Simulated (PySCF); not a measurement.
Harmonic spectrum computed at PBE0 in the def2-TZVP basis family (core potentials from Rb on, PySCF, no spin–orbit coupling):

| ω (cm⁻¹) | IR (km/mol) |
| --- | --- |
| 1001 | 0.1 |
| 1072 | 4.9 |
| 1149 | 135 |
| 1243 | 5.2 |
| 2391 | 80.6 |
| 2391 | 109 |

Q: Which molecule gave it? In each, all ligands are bound to the one heavy central atom.
A. H₂GeO (singlet)
B. H₂SeO (singlet)
C. H₂SiO (singlet)
D. H₂RuO (triplet)
E. H₂SO (singlet)

A: E. It has Cs symmetry with S–H 1.382 Å (×2), S–O 1.476 Å.
